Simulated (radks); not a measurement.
Problem. P I, 15 electrons, occupied as [Ne] 3s2 3p3 (the NIST ground configuration). Method: non-relativistic Kohn-Sham, exchange-only B88, spin-polarised, spherical densities, point nucleus; open shells are filled with parallel spins first; computed with a radial shooting solver on a logarithmic mesh with Libxc functionals. Some entries of the table are withheld. Estimate them.

| orbital | occ. | eigenvalue (hartree) | <r> (bohr) |
|---|---|---|---|
| 1s up | 1 | -76.35741 | 0.1040 |
| 1s down | 1 | -76.34613 | 0.1040 |
| 2s up | 1 | -6.30581 | (1) |
| 2s down | 1 | -6.29320 | (2) |
| 2p up | 3 | -4.53010 | 0.4863 |
| 2p down | 3 | -4.51305 | 0.4858 |
| 3s up | 1 | (3) | 1.900 |
| 3s down | 1 | (4) | 1.921 |
| 3p up | 3 | -0.20996 | (5) |
| 3p down | 0 | -0.09373 | (6) |

Solution. 
(1) 2s up <r> (bohr): 0.5224
(2) 2s down <r> (bohr): 0.5220
(3) 3s up eigenvalue (hartree): -0.51835
(4) 3s down eigenvalue (hartree): -0.39214
(5) 3p up <r> (bohr): 2.354
(6) 3p down <r> (bohr): 2.614
